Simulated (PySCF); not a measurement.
C4H5FSi, SMILES C#C/C=C\[SiH2]F. Geometry optimised at PBE-D3(BJ)/def2-SVP. The structure was generated by enumeration; whether it is a known compound was not checked. The values are those of a single conformer.

Question: Give the equilibrium geometry at PBE-D3(BJ)/def2-SVP (PySCF confirms it by a frequency run) as Cartesian coordinates in Å, and its point group. (The exact figures need the calculation; the answer reports its results.)

Answer: Several could match; the one computed here: point group Cs.
```xyz
11

C     -0.9869     2.7715     0.0000
C      0.0244     2.0757     0.0000
C      1.1830     1.2485     0.0000
C      1.1252    -0.1117     0.0000
Si    -0.4896    -1.0627     0.0000
F     -0.1099    -2.6620     0.0000
H     -1.8763     3.3863     0.0000
H      2.1586     1.7700     0.0000
H      2.0776    -0.6711     0.0000
H     -1.2954    -0.7765     1.2339
H     -1.2954    -0.7765    -1.2339
```
